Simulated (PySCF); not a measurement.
4,5-dihydro-1,3-oxazol-2-ylsilane (C₃H₇NOSi), SMILES [SiH3]C1=NCCO1.

Coordinates come from a r2SCAN-D4/def2-SVP optimisation. The values are those of a single conformer.

The numbers are results of TDA-ωB97X/def2-SVPD run with PySCF, not measurements.

Vertical excitations. Gas-phase values at a fixed geometry. State labels are in the subgroup Cs.

Computed UV-visible absorptions:
```
state  symmetry  energy (eV)  λ (nm)      f                                                              main pairs
-----  --------  -----------  ------  -----  ----------------------------------------------------------------------
S1           A"         6.17     201  0.009                                                        HOMO−1→LUMO 92 %
S2           A'         6.81     182  0.183                                                          HOMO→LUMO 90 %
S3           A"         7.27     170  0.001                                                        HOMO→LUMO+1 78 %
S4           A"         8.15     152  0.001  HOMO−4→LUMO 25 %, HOMO→LUMO+2 22 %, HOMO→LUMO+4 22 %, HOMO→LUMO+7 15 %
S5           A'         8.19     151  0.023                                                      HOMO−1→LUMO+1 79 %
S6           A"         8.23     151  0.000   HOMO−4→LUMO 43 %, HOMO→LUMO+4 23 %, HOMO→LUMO+3 14 %, HOMO−3→LUMO 7 %
S7           A"         8.47     146  0.000                                      HOMO→LUMO+3 48 %, HOMO→LUMO+4 32 %
S8           A"         8.51     146  0.000  HOMO→LUMO+2 29 %, HOMO→LUMO+3 26 %, HOMO→LUMO+7 12 %, HOMO−4→LUMO 10 %
S9           A"         8.95     139  0.017                                                        HOMO→LUMO+5 88 %
S10          A"         8.98     138  0.000                                      HOMO−3→LUMO 43 %, HOMO−5→LUMO 38 %
T1           A'         4.44     279      0                                                          HOMO→LUMO 84 %
T2           A"         5.35     232      0                                                        HOMO−1→LUMO 90 %
T3           A"         7.22     172      0                                      HOMO→LUMO+1 73 %, HOMO→LUMO+7 15 %
T4           A"         7.47     166      0                                                        HOMO−4→LUMO 84 %
```
Triplets are in the Tamm–Dancoff approximation.
